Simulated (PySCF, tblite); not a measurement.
Isomers of C4H13ClSSi2, one GFN2-xTB conformer each. Single-point energies are computed at PBE0/pcSseg-1 (PySCF, gas phase, no added dispersion term), electronic only.

```
                    SMILES  GFN2-xTB relative energy (kJ/mol)
  C[SiH2]S[Si@@H](Cl)C(C)C                                0.0
CS[SiH2]C[C@@H](C)[SiH2]Cl                               81.2
```

Conformers: `[CH3:1][SiH2:2][S:3][Si@@H:4]([Cl:5])[CH:6]([CH3:7])[CH3:8]` with C1–Si2–S3–Si4 168°, Si2–S3–Si4–Cl5 42°, S3–Si4–C6–C7 -179°; `[CH3:1][S:2][SiH2:3][CH2:4][C@@H:5]([CH3:6])[SiH2:7][Cl:8]` with C1–S2–Si3–C4 -173°, S2–Si3–C4–C5 -45°, Si3–C4–C5–C6 168°, C4–C5–Si7–Cl8 -48°.

What does PBE0/pcSseg-1 give for the same structures?

```tsv
SMILES	PBE0/pcSseg-1 E (Eh)	PBE0/pcSseg-1 (kJ/mol)	GFN2-xTB (kJ/mol)	point group
C[SiH2]S[Si@@H](Cl)C(C)C	-1596.94282	0.0	0.0	C1
CS[SiH2]C[C@@H](C)[SiH2]Cl	-1596.89108	135.8	81.2	C1
```

Both levels put the same isomer lowest. 

Which frontier levels, dipoles and rotational constants go with these structures?

```json
{"SMILES": "C[SiH2]S[Si@@H](Cl)C(C)C", "HOMO (eV, PBE0/pcSseg-1)": "-7.30", "LUMO (eV)": "0.27", "dipole (D)": "0.75", "A, B, C (MHz)": "1663, 555.2, 432.7"}
{"SMILES": "CS[SiH2]C[C@@H](C)[SiH2]Cl", "HOMO (eV, PBE0/pcSseg-1)": "-6.81", "LUMO (eV)": "0.19", "dipole (D)": "1.27", "A, B, C (MHz)": "1640, 478.9, 445.2"}
```

What happens when harmonic zero-point energies from GFN2-xTB frequencies are added?

```
                    SMILES  ZPE (kJ/mol)  electronic (kJ/mol)  with ZPE (kJ/mol)
  C[SiH2]S[Si@@H](Cl)C(C)C         416.6                  0.0                0.0
CS[SiH2]C[C@@H](C)[SiH2]Cl         409.7                135.8              128.9
```

The zero-point energies span 6.9 kJ/mol. The order is unchanged.
